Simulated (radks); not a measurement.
Q: Isoelectronic series with 51 electrons, all held in the configuration [Kr] 4d10 5s2 5p3, which need not be the ground one along the series. Calculated with a radial shooting solver on a logarithmic mesh with Libxc functionals: Dirac Kohn-Sham, BLYP, spin-unpolarised, spherical densities, point nucleus; open shells fill j = l - 1/2 first. Total energies (hartree) and orbital eigenvalues (Ry):

| ion | E (hartree) | 5p3/2 | 5p1/2 | 5s1/2 |
|---|---|---|---|---|
| Sb | -6484.16336 | -0.32183 | -0.36627 | -0.92222 |
| I2+ | -7118.61393 | -1.74837 | -1.84326 | -2.62213 |
| Xe3+ | -7448.60402 | -2.65346 | -2.77866 | -3.66636 |
| Cs4+ | -7787.1468 | -3.66849 | -3.82774 | -4.82308 |
| Ba5+ | -8134.2836 | -4.78699 | -4.98428 | -6.08647 |
| La6+ | -8490.0611 | -6.00463 | -6.24421 | -7.45275 |
| Ce7+ | -8854.5297 | -7.31834 | -7.60474 | -8.91937 |
| Pr8+ | -9227.7439 | -8.72587 | -9.06391 | -10.48454 |
| Nd9+ | -9609.7612 | -10.22547 | -10.62029 | -12.14697 |

Estimate the row of Te+.

A: E (hartree) -6797.14176; 5p3/2 -0.96401; 5p1/2 -1.03208; 5s1/2 -1.70044.
